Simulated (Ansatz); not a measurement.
The lowest singlet and triplet of C7H6 (SMILES [CH]c1ccccc1); geometries from B3LYP-D3(BJ)/def2-TZVP, each state relaxed from the structure named, with no frequency check.
Singlet at the triplet's geometry (charge 0, multiplicity 1):
```xyz
13

C      2.42095    -0.19842    -0.15090
C      1.04308    -0.09836    -0.06532
C      0.21328    -1.25370    -0.04200
C     -1.15836    -1.13715     0.04359
C     -1.76385     0.11908     0.10935
C     -0.97143     1.26797     0.08815
C      0.40228     1.17415     0.00296
H      3.24080     0.50197    -0.18418
H      0.67989    -2.22825    -0.09283
H     -1.76992    -2.03035     0.05980
H     -2.84033     0.20199     0.17633
H     -1.43673     2.24436     0.13894
H      1.01069     2.06891    -0.01303
```

A positive gap puts the triplet lower; no zero-point energy. R- takes a restricted singlet. U- takes an unrestricted singlet (broken symmetry where lower, unprojected). The triplet is unrestricted in single-reference levels. Active spaces average the two states.

Frozen-core correlation.

The values were computed with Ansatz (Gaussian basis) for Hartree–Fock, density functionals and correlated methods. Each number belongs to the level named beside it.

**Question.** Give the gap E(singlet) − E(triplet), vertical, at the triplet's geometry at the level U-B2PLYP/def2-TZVPP (spin-contaminated).

**Answer.** 8.9 kcal/mol

**Question.** What gap E(singlet) − E(triplet), vertical, at the triplet's geometry does FIC-MRCISD+Q on SA-CASSCF(8,8)/cc-pVDZ give?

**Answer.** 22.9 kcal/mol

**Question.** Estimate the gap E(singlet) − E(triplet), vertical, at the triplet's geometry that R-B2PLYP/def2-TZVPP returns for this input.

**Answer.** 15.8 kcal/mol

Doubts at one or more of the structures used: a restricted determinant that unrestricted orbitals would lower (R-B2PLYP/def2-TZVPP).

Ansatz is an electronic-structure program.
